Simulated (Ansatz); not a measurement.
Abridged output of a molecular run in Ansatz:

```
Functional definition: HF
1569 factors; integrals over basis functions are off by at most 7.4e-4 eV
mean field evaluation 1: about -31650.0283 eV, gradient 3.1e1 eV
mean field evaluation 2: about -31650.4205 eV, gradient 3.2e1 eV
mean field evaluation 4: about -31653.8442 eV, gradient 4.2e0 eV
mean field evaluation 8: about -31653.9376 eV, gradient 3.1e-1 eV
mean field evaluation 16: about -31653.9385 eV, gradient 1.2e-6 eV
mean field -31653.93850250 eV, -1163.2607841567 hartree, gradient 1.2e-6 eV, S^2 0.000000; 0 other end points of the search recorded, 0 dependent functions left out
17 core orbitals not correlated: weight in the atoms' cores, before any rotation towards them, 1.000 or more for the frozen orbitals, at most 0.000 for the correlated occupied ones
reference -31653.93850250 eV, -1163.2607841567 hartree; 15, 15 occupied and 240, 240 virtual orbitals, 1569 factors
second order -21.84909954 eV of doubles, -0.00000000 eV of singles
cycle   1  -22.75297942 eV  change   -9.0e-1 eV  update   1.1e-1
cycle   2  -23.43443108 eV  change   -6.8e-1 eV  update   3.6e-2
cycle   3  -23.56001115 eV  change   -1.3e-1 eV  update   1.7e-2
cycle   4  -23.55166991 eV  change    8.3e-3 eV  update   4.5e-3
cycle   5  -23.55126493 eV  change    4.0e-4 eV  update   2.2e-3
cycle   6  -23.55137228 eV  change   -1.1e-4 eV  update   6.4e-4
cycle   7  -23.55118326 eV  change    1.9e-4 eV  update   3.1e-4
cycle   8  -23.55120950 eV  change   -2.6e-5 eV  update   1.2e-4
cycle   9  -23.55122484 eV  change   -1.5e-5 eV  update   4.7e-5
cycle  10  -23.55119534 eV  change    3.0e-5 eV  update   1.6e-5
perturbative correction -1.14904913 eV, -0.0422267769 hartree
Total energy: -31678.63874698 eV, -1164.1685013988 hartree
```

Its atoms:

```xyz
11

C    -0.3388    1.6258    0.8797
C    -0.1449    0.6248    0.0186
Si    1.0528   -0.7680    0.3969
S    -0.9832    0.6967   -1.5315
S    -0.9104   -1.2135   -2.2366
H     0.2133    1.6691    1.8119
H    -1.0353    2.4370    0.6845
H     2.0151   -0.9638   -0.7151
H     0.3464   -2.0426    0.6748
H     1.7783   -0.3497    1.6257
H    -1.9934   -1.7158   -1.6089
```

(1) Which basis set was used?
A. def2-TZVPP
B. cc-pV(D+d)Z
C. def2-QZVPP
D. cc-pV(Q+d)Z

(2) Write the keys of the input that set method, charge and spin (a neutral closed shell needs none for the last two).

Results:

(1) A. It gives 272 functions.

(2) 
```yaml
correlation: {method: ccsd_t}
```
